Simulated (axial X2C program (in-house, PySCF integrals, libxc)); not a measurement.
**Ionising GeTe**

All values come from calculations with an axial X2C code built on PySCF integrals, spin-free (one-electron X2C) or two-component (2c: spin–orbit coupling with atomic mean-field Coulomb and Gaunt terms, which also bring small scalar terms), in Dyall basis sets with cores contracted in-house; open shells are unrestricted.

Basis sets: Ge dyall-cv3z, Te dyall-cv3z.

```csv
Hamiltonian,level,GeTe state,Re (Å),ωe (cm⁻¹),De (eV)
spin-free,BHandHLYP,"M_S = 0, Λ = 0",2.329,339.9,3.94
spin-free,PBE0,"M_S = 0, Λ = 0",2.336,332.5,4.34
```

Adiabatic ionisation energy (minimum to minimum, no zero-point term) and constants of GeTe⁺:

```csv
Hamiltonian,level,GeTe⁺ state,IE (eV),Re (Å),ωe (cm⁻¹),De (eV),fragments
spin-free,BHandHLYP,"M_S = 1/2, Λ = 1",8.74,2.481,272.5,2.96,Te + Ge+
spin-free,PBE0,"M_S = 1/2, Λ = 1",8.95,2.486,269.0,3.31,Te + Ge+
```

(1) Add the zero-point terms to the ionisation energy at PBE0, spin-free, and say whether the electron removed was bonding.

(2) Close the cycle De(GeTe⁺) + IE(GeTe) = De(GeTe) + IE(Ge) to find the atomic ionisation energy at PBE0, spin-free.

Each entry is the lowest single determinant of a limited PBE0 search at one distance. De goes to single-determinant-based atoms at the same level (for ions the charge split of lowest energy) and is withheld (n/a) where an atom does not fit its ground term or J level. Main or longest-lived isotopes. One determinant is a doubtful description, or other states lie close, for GeTe⁺; these need not be ground states, and all values refer to the states named. The functionals have no current term, which raises determinants with orbital currents.

Answers

(1) IE0 = IE + (ωe⁺ − ωe)/2 = 8.95 + (-0.004) = 8.95 eV. Re changes by 0.150 Å, so the bond lengthens, as on loss of a bonding electron.

(2) IE(Ge) = 3.31 + 8.95 − 4.34 = 7.92 eV, for the determinants used.
